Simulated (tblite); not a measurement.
Record of a relaxation.

Species: C6H4NOSi (doublet state).
Numbering: `[CH:1]#[C:2][SiH2:3][C:4](=[O:5])[C:6]#[C:7][CH:8]=[N:9]` (hydrogens: H10 on C1; H11, H12 on Si3; H13 on C8)
Bond orders are those of one Lewis drawing.

Computed with GFN2-xTB (tblite), gas phase: L-BFGS steps from a force-field or distance-geometry start until the largest atomic force falls under 0.01 eV/Å. 5 of its 143 geometries are shown.

Step 0: E = -633.1540 eV, largest atomic force 8.318 eV/Å
```
atom  x, y, z in Å  |  force x, y, z in eV/Å
C1     -1.995    0.431    2.431   -0.034  -0.010  -0.050
C2     -1.926    0.461    1.224    0.244  -0.200   0.127
Si3    -1.782    0.491   -0.643   -1.933   1.761   0.765
C4     -0.542   -0.710   -1.333    1.125  -1.475  -0.542
O5     -0.877   -1.560   -2.140    0.050   0.381   0.218
C6      0.812   -0.626   -0.860   -0.711   0.158  -0.191
C7      1.953   -0.552   -0.475    2.063   0.076   0.681
C8      3.313   -0.470   -0.009    0.728   6.013   3.919
N9      3.700    0.666    0.797   -2.196  -6.537  -4.651
H10    -2.083    0.414    3.500    0.058   0.030  -0.721
H11    -1.438    1.885   -1.046    0.199  -0.401   0.100
H12    -3.160    0.263   -1.201    0.639  -0.216   0.179
H13     4.021   -1.262   -0.263   -0.231   0.420   0.168
```

Step 36: E = -634.4936 eV, largest atomic force 0.081 eV/Å
```
atom  x, y, z in Å  |  force x, y, z in eV/Å
C1     -1.867    0.350    2.363    0.024  -0.005  -0.022
C2     -1.843    0.463    1.165   -0.005   0.009  -0.005
Si3    -1.824    0.621   -0.676   -0.038   0.040   0.052
C4     -0.587   -0.753   -1.279   -0.010   0.044  -0.030
O5     -0.953   -1.594   -2.067    0.054  -0.060   0.002
C6      0.744   -0.655   -0.774   -0.011   0.012  -0.023
C7      1.889   -0.569   -0.397   -0.012  -0.033  -0.034
C8      3.221   -0.354    0.079   -0.023  -0.008   0.014
N9      3.583    0.672    0.648   -0.006   0.025   0.000
H10    -1.874    0.252    3.412   -0.009   0.007  -0.034
H11    -1.276    1.918   -1.089   -0.007  -0.052   0.027
H12    -3.113    0.277   -1.276    0.040   0.026   0.037
H13     3.895   -1.200   -0.128    0.002  -0.005   0.017
```

Step 71: E = -634.5079 eV, largest atomic force 0.432 eV/Å
```
atom  x, y, z in Å  |  force x, y, z in eV/Å
C1     -1.666    0.254    2.336    0.039  -0.027  -0.044
C2     -1.671    0.406    1.141   -0.058   0.011   0.033
Si3    -1.741    0.639   -0.687   -0.051   0.027  -0.003
C4     -0.640   -0.815   -1.380   -0.024  -0.010  -0.065
O5     -1.077   -1.663   -2.120    0.038   0.064   0.033
C6      0.697   -0.713   -0.916    0.044  -0.024  -0.005
C7      1.804   -0.587   -0.444   -0.068  -0.009   0.072
C8      3.049   -0.275    0.179    0.220   0.213  -0.058
N9      3.409    0.888    0.383   -0.072  -0.425  -0.033
H10    -1.634    0.109    3.377   -0.009   0.015   0.012
H11    -1.106    1.900   -1.071    0.030  -0.015  -0.004
H12    -3.082    0.453   -1.235   -0.012  -0.029   0.022
H13     3.654   -1.170    0.419   -0.076   0.210   0.042
```

Step 106: E = -634.5450 eV, largest atomic force 0.095 eV/Å
```
atom  x, y, z in Å  |  force x, y, z in eV/Å
C1     -1.639    0.228    2.362   -0.007   0.005  -0.033
C2     -1.705    0.371    1.168    0.001  -0.027   0.030
Si3    -1.806    0.596   -0.661    0.014   0.019  -0.020
C4     -0.610   -0.736   -1.438    0.021   0.037   0.014
O5     -0.988   -1.467   -2.321   -0.024  -0.058  -0.023
C6      0.703   -0.682   -0.909    0.050   0.005  -0.003
C7      1.801   -0.556   -0.411   -0.026   0.014   0.027
C8      3.066   -0.284    0.178    0.006   0.092  -0.022
N9      3.778    0.688   -0.070   -0.032  -0.086   0.007
H10    -1.581    0.107    3.406    0.000  -0.003  -0.022
H11    -1.247    1.896   -1.031   -0.007   0.029  -0.001
H12    -3.129    0.315   -1.210   -0.002  -0.009   0.041
H13     3.350   -1.047    0.919    0.005  -0.016   0.005
```

Step 142: E = -634.5516 eV, largest atomic force 0.007 eV/Å
```
atom  x, y, z in Å  |  force x, y, z in eV/Å
C1     -1.574    0.174    2.328    0.002   0.000   0.007
C2     -1.661    0.358    1.142   -0.002  -0.002  -0.003
Si3    -1.809    0.616   -0.679   -0.001  -0.002   0.000
C4     -0.614   -0.718   -1.459    0.001   0.003   0.002
O5     -1.004   -1.488   -2.304    0.001   0.000  -0.001
C6      0.701   -0.648   -0.937    0.001   0.002  -0.002
C7      1.776   -0.503   -0.398    0.001   0.001   0.002
C8      3.038   -0.263    0.207   -0.002   0.000   0.001
N9      3.877    0.564   -0.140    0.001   0.000   0.000
H10    -1.494    0.019    3.366    0.000   0.000   0.001
H11    -1.291    1.933   -1.050    0.001  -0.003  -0.004
H12    -3.148    0.307   -1.171   -0.001   0.003  -0.001
H13     3.198   -0.923    1.077   -0.002   0.000  -0.003
```

Problem. Summarise the path.

Solution. The energy falls by 32.23 kcal/mol from step 0 to step 142; nine tenths of that is first reached at step 3. It rises by more than 0.2 meV at steps 2, 71, 96, 99, 102 and 105. The largest force goes from 8.318 to 0.007 eV/Å. Among the bonds C8=N9 changes most, from 1.445 to 1.228 Å; the atoms move by 0.601 Å rms after alignment.

The cost below is that of the whole relaxation. On one thread of an Arm Neoverse V1 (shared host), this took 1.1 s.
